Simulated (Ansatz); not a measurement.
Ansatz (a quantum-chemistry and plane-wave program) input (B3LYP-D3(BJ)/def2-TZVP):

Ansatz 0.2 input:
```yaml
crystal:
  periodic: [false, false, false]
  atoms:
    - {symbol: C, position_ang: [-1.09322660, 0.25150389, 0.12233368]}
    - {symbol: C, position_ang: [0.16492498, -0.38182696, -0.31014131]}
    - {symbol: N, position_ang: [1.28571158, 0.20553578, 0.30231453]}
    - {symbol: C, position_ang: [2.19312800, 0.70918460, 0.82427131]}
    - {symbol: H, position_ang: [-1.17188983, 0.67316255, 1.10466711]}
    - {symbol: H, position_ang: [-1.93393290, 0.28582871, -0.53924670]}
    - {symbol: H, position_ang: [0.18747654, -1.45544999, -0.04361386]}
    - {symbol: H, position_ang: [0.28806535, -0.31754824, -1.39919930]}
basis:
  gaussian:
    orbitals: def2-TZVP
hamiltonian:
  xc: b3lyp
  dispersion: d3bj
magnetization: {spin_polarized: true, initial_magnetization: 1}
relax: {f_tol: 0.002, max_steps: 150}
```

End of the output:

```
mean field evaluation 128: about -4664.8173 eV, gradient 4.2e-3 eV
mean field -4664.81728462 eV, -171.4288732829 hartree, gradient 1.4e-5 eV, S^2 0.754085; 0 other end points of the search recorded, 0 dependent functions left out
the calculation of the forces begins
reference -4664.81752311 eV, -171.4288820472 hartree; 15, 14 occupied and 133, 134 virtual orbitals, 871 factors
relax step  17: F+E_penalty+E_count = -4665.05168208 eV  Δ(F+E_penalty+E_count) = -7.192e-7 eV  max|allowed force component| = 1.313e-3 eV/Å  Δτ_max = 0.0041 Å  (36 SCF iters, accepted)
these checks for a lower state are left out or cut short: starts, cluster_reference, orbital_swaps, neighbouring_geometries, increment
integrals: 0.05 GiB planned
871 factors; their error is unknown
mean field: 0.66 GiB planned
mean field -4664.81728405 eV, -171.4288732622 hartree, gradient 1.4e-5 eV, S^2 0.754086; 0 other end points of the search recorded, 0 dependent functions left out
the calculation of the forces begins
reference -4664.81752255 eV, -171.4288820267 hartree; 15, 14 occupied and 133, 134 virtual orbitals, 871 factors
relax step  18: F+E_penalty+E_count = -4665.05168234 eV  Δ(F+E_penalty+E_count) = -2.554e-7 eV  max|allowed force component| = 1.110e-3 eV/Å  Δτ_max = 0.0026 Å  (36 SCF iters, accepted)
integrals: 0.05 GiB planned
871 factors; their error is unknown
mean field: 0.66 GiB planned
mean field evaluation 160: about -4664.8173 eV, gradient 8.3e-5 eV
mean field -4664.81728405 eV, -171.4288732621 hartree, gradient 1.4e-5 eV, S^2 0.754086; 1 other end points of the search recorded, 0 dependent functions left out
the calculation of the forces begins
reference -4664.81752255 eV, -171.4288820267 hartree; 15, 14 occupied and 133, 134 virtual orbitals, 871 factors
Total energy: -4665.05192083 eV, -171.4374960049 hartree
Atom 0 at    -1.106609     0.260060     0.121656 Å, force    -0.000373     0.000016     0.000099 eV/Å
Atom 1 at     0.169771    -0.352405    -0.328432 Å, force     0.000590     0.000283    -0.000494 eV/Å
Atom 2 at     1.304524     0.174120     0.350326 Å, force    -0.000125    -0.001110     0.000627 eV/Å
Atom 3 at     2.224853     0.611386     0.914659 Å, force     0.000055     0.000629    -0.000359 eV/Å
Atom 4 at    -1.128430     0.941553     0.956911 Å, force    -0.000006    -0.000037    -0.000075 eV/Å
Atom 5 at    -2.024626    -0.020123    -0.373103 Å, force     0.000049     0.000086     0.000043 eV/Å
Atom 6 at     0.162064    -1.440125    -0.175609 Å, force    -0.000114     0.000085     0.000032 eV/Å
Atom 7 at     0.318710    -0.204075    -1.405021 Å, force    -0.000075     0.000049     0.000127 eV/Å
Dipole moment:    -0.637234    -0.306257    -0.382263 e Å
```

It need not be the lowest isomer of its formula.
